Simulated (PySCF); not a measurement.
# PySCF run on ZnS

The script input.py:

```python
from pyscf import gto, scf, mp

mol = gto.M(
    atom='Zn 0 0 0; S 0 0 1.922',
    basis='def2-svp',
    charge=0,
    spin=0,
    verbose=3,
)
mf = scf.RHF(mol)
mf = mf.density_fit(auxbasis='def2-universal-jkfit')
mf.kernel()
mp.MP2(mf, frozen=10).kernel()
mf.dip_moment()
print('orbital energies (hartree):', mf.mo_energy[..., max(0, mol.nelec[1]-3):mol.nelec[0]+3].round(4))
```

```bash
$ OMP_NUM_THREADS=1 python input.py
```

Output:

```
converged SCF energy = -2174.89801463876
E(DFRMP2) = -2175.38677298841  E_corr = -0.488758349644469
E(SCS-DFRMP2) = -2175.34234191669  E_corr = -0.444327277930505
Dipole moment(X, Y, Z, Debye):  0.00000, -0.00000, -7.08916
orbital energies (hartree): [-0.3652 -0.3083 -0.3083 -0.025   0.1713  0.1855]
```

In short: E(SCF) = -2174.898015 Eh, E(MP2) − E(SCF) = -0.48876 Eh, μz(SCF) = -7.09 D.

It ran on Intel Xeon 6975P-C (1 thread, shared host) in 0.53 s, peak memory 0.11 GiB.

At this level a UHF run with spin=2 ends 0.33 eV lower; the true order of the states can differ. Stability towards an unrestricted solution was not tested. The bond length is a typed value, not an optimised one.
